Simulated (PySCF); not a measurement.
A run for PySCF: U-B3LYP/LANL2DZ on H2OSn (SMILES [OH][SnH]), a point of a bond scan (R = 2.215 Å).

```python
from pyscf import gto, scf, dft, mp
from pyscf.data.elements import chemcore

mol = gto.M(
    atom='''
    Sn   -0.18386056   -0.15025870    0.19526245
    H    -1.45520735    0.01473920   -1.07212820
    O     1.21528417    0.79939053   -0.86933130
    H     0.54984323    1.49785639   -2.86346037
    ''',
    basis='lanl2dz',
    ecp={'Sn': 'lanl2dz'},
    charge=0, spin=0, verbose=3, max_memory=1800)
mf = dft.UKS(mol, xc='b3lyp')
mf.conv_tol = 1e-8
mf.max_cycle = 100
mf.init_guess_breaksym = True
mf.kernel()
if not mf.converged:
    mf = mf.newton().run(mf.mo_coeff, mf.mo_occ)
for _ in range(4):
    mo, _, stable, _ = mf.stability(return_status=True)
    if stable:
        break
    mf.kernel(mf.make_rdm1(mo, mf.mo_occ))
```

Output:

```
converged SCF energy = -79.6084868840658  <S^2> = 1.5209625e-08  2S+1 = 1
<class 'pyscf.dft.uks.UKS'> wavefunction has an internal instability
converged SCF energy = -79.6391261703673  <S^2> = 0.84811246  2S+1 = 2.0958172
<class 'pyscf.dft.uks.UKS'> wavefunction is stable in the internal stability analysis
```

The run converged. Its determinant has ⟨S²⟩ = 0.85, a mixture of spin states.

Cost: around 19 core-seconds (rough).
